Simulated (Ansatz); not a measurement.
Ansatz results at the PBE0-D4/def2-TZVP geometry: HOMO energy (PBE/def2-TZVPP) -5.27 eV; LUMO energy (B3LYP/def2-TZVPP) -0.45 eV; HOMO energy (PBE0/def2-TZVPP) -6.64 eV.

Each molecule was computed in one conformer, which needn't be the lowest.

**Question.** Which molecule gave them?
A. `O[Si]1(Br)CC1`
B. `C[BH][GeH2][SiH3]`
C. `[SiH3][SiH]1CBC1`
D. `C[NH][Al]([OH])[OH]`

**Answer.** D. The others give `C[BH][GeH2][SiH3]`: -6.47, -2.03, -7.56; `O[Si]1(Br)CC1`: -5.79, -0.28, -7.01; `[SiH3][SiH]1CBC1`: -6.61, -1.16, -7.76.

B3LYP here is the variant with VWN-RPA as its local correlation; programs differ in this.
